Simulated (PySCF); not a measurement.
Job file and geometry (Å, from GFN2-xTB) of an NMR shielding run on SMILES N#CSc1ccccc1, C₇H₅NS, PySCF, GIAO PBE0/pcSseg-1 NMR shielding, non-relativistic, gas phase; density fitting, a coarse starting grid and PySCF grid level 2 are the driver's defaults:

```
{"job": {"kind": "nmr", "xc": "PBE0", "basis": "pcSseg-1"}, "charge": 0, "multiplicity": 1}
N      3.518139     0.290234     1.437686
C      3.071313    -0.034639     0.433467
S      2.401514    -0.509328    -1.029700
C      0.691223    -0.223775    -0.520893
C     -0.045090    -1.277938    -0.010186
C     -1.356134    -1.057002     0.375300
C     -1.915654     0.203167     0.245731
C     -1.167452     1.248425    -0.269968
C      0.144299     1.039621    -0.659996
H      0.401439    -2.255700     0.087205
H     -1.937864    -1.872540     0.777044
H     -2.938261     0.372064     0.547310
H     -1.604535     2.229970    -0.371434
H      0.736384     1.846967    -1.063732
```

Task: Write the output of this run.

Result: 
```
coarse grid: 13392 points
cycle   1  E = -721.9596427773  dE =  1.678e+00  |g| = 5.190e-01  |ddm| = 3.978e+00
cycle   2  E = -721.7363880075  dE =  2.233e-01  |g| = 1.113e+00  |ddm| = 1.354e+00
cycle   3  E = -722.0247326768  dE = -2.883e-01  |g| = 1.307e-01  |ddm| = 8.971e-01
cycle   4  E = -722.0284406567  dE = -3.708e-03  |g| = 4.424e-02  |ddm| = 1.472e-01
cycle   5  E = -722.0288912623  dE = -4.506e-04  |g| = 7.775e-03  |ddm| = 5.517e-02
cycle   6  E = -722.0289070718  dE = -1.581e-05  |g| = 1.611e-03  |ddm| = 1.294e-02
cycle   7  E = -722.0289074231  dE = -3.513e-07  |g| = 9.140e-04  |ddm| = 2.516e-03
final grid: 128056 points
cycle   8  E = -722.0841095155  dE = -2.371e-05  |g| = 8.791e-03  |ddm| = 4.427e-02
cycle   9  E = -722.0840952560  dE =  1.426e-05  |g| = 1.160e-02  |ddm| = 2.385e-02
cycle  10  E = -722.0841284317  dE = -3.318e-05  |g| = 2.310e-03  |ddm| = 1.413e-02
cycle  11  E = -722.0841295888  dE = -1.157e-06  |g| = 4.355e-04  |ddm| = 1.611e-03
cycle  12  E = -722.0841296175  dE = -2.878e-08  |g| = 2.117e-04  |ddm| = 5.063e-04
cycle  13  E = -722.0841296287  dE = -1.119e-08  |g| = 3.995e-05  |ddm| = 2.471e-04
cycle  14  E = -722.0841296291  dE = -4.134e-10  |g| = 1.440e-05  |ddm| = 5.625e-05
converged SCF energy = -722.0841296291

GIAO shielding tensors (ppm)
atom      isotropic    diamagn.    paramagn.     s11        s22        s33       span
  0 N      -64.926     337.470    -402.396   -244.199   -198.213    247.634    491.833
  1 C       70.501     263.888    -193.387    -43.176    -38.217    292.895    336.071
  2 S      492.274    1053.566    -561.292    313.019    458.285    705.519    392.501
  3 C       51.591     262.550    -210.959    -47.824     57.499    145.098    192.922
  4 C       45.283     251.054    -205.771    -58.010     35.895    157.965    215.974
  5 C       50.837     254.359    -203.522    -58.249     34.868    175.893    234.142
  6 C       50.050     253.903    -203.853    -62.212     31.101    181.260    243.472
  7 C       50.609     254.411    -203.802    -58.777     34.691    175.912    234.690
  8 C       44.923     251.239    -206.316    -58.222     34.606    158.385    216.607
  9 H       23.590      31.809      -8.219     19.402     22.560     28.807      9.405
 10 H       23.910      30.587      -6.676     20.439     24.336     26.956      6.517
 11 H       23.887      30.348      -6.461     20.667     24.351     26.644      5.977
 12 H       23.896      30.683      -6.787     20.426     24.280     26.982      6.556
 13 H       23.558      31.951      -8.393     19.365     22.440     28.869      9.504
```

Task: Turn these shieldings into chemical shifts. Scale: $^{15}$N (σ = 267.73 ppm) against NH3; TMS for $^{13}$C (σ = 186.93 ppm) and $^{1}$H (σ = 31.72 ppm); CS2 for $^{33}$S (σ = 503.73 ppm) (reference shieldings calculated alike).

Result: Averaging equivalent atoms: N 0: 332.7; C 4/8: 141.8; C 6: 136.9; C 5/7: 136.2; C 3: 135.3; C 1: 116.4; S 2: 11; H 9/13: 8.14; H 11: 7.83; H 10/12: 7.81 ppm. Experimental scales use liquid or dissolved standards, which lie at an offset from isolated NH3 (liquid NH3: subtract about 20 ppm). Unscaled 15N shifts of sp2 nitrogen come out 20 to 40 ppm too high even then.

Size and cost of the density-fitted run: 185 basis functions, 30 s wall time on 1 thread of an Arm Neoverse V1, shared host.
